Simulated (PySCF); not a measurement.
# Polarisability and C₆ of O⁺ (oxygen, charge +1)

[He] 2s2 2p3, high-spin 4S determinant. All numbers are calculated (PySCF 2.14, no relativity, point nucleus, in aug-cc-pV5Z). Coupled (time-dependent) response in atomic units; α is the mean over directions.

```csv
method,mean α (bohr³),C₆ (like pair),S(−4)
UHF,2.633,4.963,5.042
PBE,2.686,5.294,4.361
PBE0,2.637,5.136,4.322
```

S(−4) is the Cauchy moment in α(ω) = α(0) + S(−4) ω² + …

α(iu) at PBE:

```json
{"u (hartree)": "0", "α(iu) (bohr³)": "2.686"}
{"u (hartree)": "0.0500", "α(iu) (bohr³)": "2.675"}
{"u (hartree)": "0.100", "α(iu) (bohr³)": "2.644"}
{"u (hartree)": "0.200", "α(iu) (bohr³)": "2.528"}
{"u (hartree)": "0.300", "α(iu) (bohr³)": "2.367"}
{"u (hartree)": "0.500", "α(iu) (bohr³)": "2.007"}
{"u (hartree)": "0.750", "α(iu) (bohr³)": "1.608"}
{"u (hartree)": "1.00", "α(iu) (bohr³)": "1.297"}
{"u (hartree)": "1.50", "α(iu) (bohr³)": "0.8780"}
{"u (hartree)": "2.00", "α(iu) (bohr³)": "0.6256"}
{"u (hartree)": "3.00", "α(iu) (bohr³)": "0.3585"}
{"u (hartree)": "5.00", "α(iu) (bohr³)": "0.1604"}
```

A single London oscillator, α(iu) = α/(1 + u²/ω²), gives C₆ = (3/4) ω α². Matching the computed C₆ needs ω = 4 × 5.294 / (3 × 2.686²) = 0.978 hartree.

For an ion, C₆ is the dispersion term alone; charge-induced terms of lower order in 1/R come first.
